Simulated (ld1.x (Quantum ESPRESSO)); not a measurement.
# Varying the TM semilocal potential for iridium

Base potential:

Ir (Z = 77), norm-conserving Troullier–Martins (semilocal form), made with ld1.x (Quantum ESPRESSO) 7.5 (PBE, scalar-relativistic). Core [Kr] 4d10 4f14, reference 5s2 5p6 5d7 6s0 6p0 (charge +2). Waves: 5s (bound): rc 1.45 bohr; 5d (bound): rc 2.05 bohr; 5f channel at 0.25 Ry: rc 1.90 bohr; 5p (bound): rc 1.75 bohr. Local part: the p channel. Core correction: a·sin(br)/r model core inside 0.70 bohr.

All-electron outer shells of the reference configuration (PBE, scalar-relativistic, ld1.x):

```csv
shell,level (eV),outermost node (bohr),outermost maximum (bohr)
5s,-115.67,0.50,0.89
4f,-79.85,–,0.39
5p,-72.42,0.54,1.01
5d,-24.41,0.59,1.29
6s,-21.48,1.16,2.27
6p,-14.06,1.37,2.84
```

Cutoffs, loose and tight: the cutoffs (Ry, on a coarse ladder) from which the occupation-weighted sum of valence levels, in a spherical-Bessel basis at the reference potential, stays within 10 and 1 mRy of its value at 400 Ry. They do not see the model core or the augmentation charge, which bear on the density cutoff. Test errors are all-electron minus pseudo excitation energies from the reference, over the configurations 5s2 5p6 5d7 6s2 6p0; 5s2 5p6 5d7 6s1 6p0; 5s2 5p6 5d6 6s0 6p0; 5s2 5p6 5d7.5 6s1.5 6p0; 5s2 5p5 5d7 6s2 6p0; 5s2 5p6 5d8 6s1 6p0; 5s2 5p6 5d7 6s1.5 6p0. A dash means not determined; rows that change the core or the reference have their own tests. The largest error is taken over the tests solved by every variant that gives reliable tests at all: 5s2 5p6 5d6 6s0 6p0; 5s2 5p6 5d7 6s1.5 6p0; 5s2 5p6 5d7.5 6s1.5 6p0.

A true bound ghost makes a file unfit for plane-wave use even where its test errors are small: the radial tests pick states by their node count and pass the ghost by. Where a test does run into it, the solver fails or the error is huge.

A semilocal file is local in each channel, so a ghost entry of none says nothing of the separable form that plane-wave codes build from it.

```tsv
change	outcome	cutoff, loose	cutoff, tight	bound ghosts	largest test error (meV)
base	generated	70 Ry	100 Ry	none	+2538
all radii but the core radius scaled by about 0.74 (s 1.08, p 1.30, d 1.52, f 1.42 bohr)	generated	140 Ry	230 Ry	none	+255
all radii but the core radius scaled by about 0.93 (s 1.34, p 1.62, d 1.90, f 1.76 bohr)	generated	90 Ry	160 Ry	none	+1191
all radii but the core radius scaled by about 1.13 (s 1.64, p 1.98, d 2.32, f 2.14 bohr)	generated	45 Ry	70 Ry	none	+5564
all radii but the core radius scaled by about 1.23 (s 1.78, p 2.16, d 2.52, f 2.34 bohr)	generated	35 Ry	60 Ry	s	-9932
all radii but the core radius scaled by about 1.35 (s 1.96, p 2.36, d 2.78, f 2.56 bohr)	generated	35 Ry	55 Ry	s	+11145
```

Reading the sweep of the scale of all radii but the core radius (base = 1) (base included, trends over the rows without a ghost): The loose cutoff falls from 140 Ry at 0.74 to 45 Ry at 1.13. A larger radius leaves more room for a smooth pseudo-wave, so fewer plane waves are needed; a smaller one forces it to follow the all-electron wave where it bends sharply. The median size of the test errors (rows with all tests solved) rises from 217.6 meV at 0.74 to 4903.8 meV at 1.13. More of the atom is replaced by a form fitted at one configuration, so other configurations suffer as the radius grows. Bound ghosts are found at 1.23, 1.35.
